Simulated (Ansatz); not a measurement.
Basis sets compared for (CdS)4 ring (Cd₄S₄). Charge 0, multiplicity 1. Geometry PBE-D4/def2-SVP. Ansatz on 4 threads of Arm Neoverse V2 on a shared host; times are rough, and most runs start from earlier orbitals.

```xyz
8

Cd    0.113   -2.053    1.240
Cd    1.791   -0.751   -1.406
Cd   -0.112    2.053   -1.239
Cd   -1.792    0.751    1.406
S     1.880   -2.759   -0.162
S     1.651    1.279   -2.609
S    -1.872    2.763    0.169
S    -1.659   -1.284    2.602
```

In the def2 sets Cd takes a core potential; there is no spin–orbit coupling.

Binding counts from free atoms (Cd singlet, S triplet) in the same basis, without a counterpoise term.

```csv
level,functions,energy (Eh),HOMO (eV),LUMO (eV),binding per atom (eV),wall time
PBE-D4/def2-SVP,196,-2262.8035,-5.74,-3.10,2.09,3.1 s
PBE0-D4/def2-SVP,196,-2262.8954,-6.86,-2.46,2.07,6 s
```

Task: Estimate the rows for PBE-D4/def2-TZVP (with forces), PBE0-D4/def2-TZVP.

Result: 
| level | functions | energy (Eh) | HOMO (eV) | LUMO (eV) | binding per atom (eV) | wall time |
| --- | --- | --- | --- | --- | --- | --- |
| PBE-D4/def2-TZVP (with forces) | 308 | -2263.5178 | -5.82 | -3.12 | 2.07 | 6.5 s |
| PBE0-D4/def2-TZVP | 308 | -2263.5989 | -6.93 | -2.48 | 2.06 | 13 s |
